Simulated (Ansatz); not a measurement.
**Which is lower?**

Two relaxed structures of InH2Se (charge -1), singlet (PBE0-D4/def2-TZVPD; forces vanish, vibrations not checked).

A:

```xyz
4
angstrom
Se -1.8819 0.6856 -1.1707
In 0.0744 -0.0271 0.0463
H 0.7165 -1.6781 0.0732
H 1.0910 1.0196 1.0512
```

B:

| atom | x (Å) | y (Å) | z (Å) |
| --- | --- | --- | --- |
| Se1 | -2.1073 | 0.1935 | -1.4042 |
| In2 | 0.3095 | -0.2466 | -0.1406 |
| H3 | -2.4206 | 1.4783 | -0.7650 |
| H4 | 0.1889 | 1.3592 | 0.8318 |

Ansatz 0.2.0; basis: def2-TZVPPD; cores frozen in the correlated methods. Filled d shells of the heavier atoms are correlated. Core potentials replace the inner electrons of the atoms past krypton. The def2 sets are not built for correlating such inner shells, so the correlated values are less sure here. B3LYP uses VWN-RPA correlation.

(1) Which structure is lower at CCSD(T), and by how much? (An estimate is asked for; the value comes from the calculation.)

The T1 diagnostic stays at or below 0.016. The restricted Hartree–Fock reference is unstable towards an unrestricted one at one or more of these structures.

Results:

(1) The calculation gives: A, by 18.7 kJ/mol (electronic energy, against the other). By their contacts, A is InH₂Se ([Se][InH2]), total charge -1 and B is InH₂Se ([SeH][InH]), total charge -1.

All methods give the same order:

```csv
method,E(B) − E(A) (kJ/mol)
PBE-D4,6.9
r2SCAN-D4,18.1
PBE0-D4,14.7
B3LYP-D4,2.6
wB97M-V,16.7
HF,20.4
MP2,21.1
CCSD,15.9
CCSD(T),18.7
```

Labels in which every atom is bracketed show which atoms are joined, not bond orders.

For scale, one of the runs: CCSD(T)/def2-TZVPPD, 147 basis functions, launched by `ansatz run in.yaml --threads 2 --pin off --events-out ev --progress --plain --max-ram 4352MiB`. The run took 27 s on 2 CPU threads of an Arm Neoverse V2 (shared host), with 1 GiB of host memory at its peak.
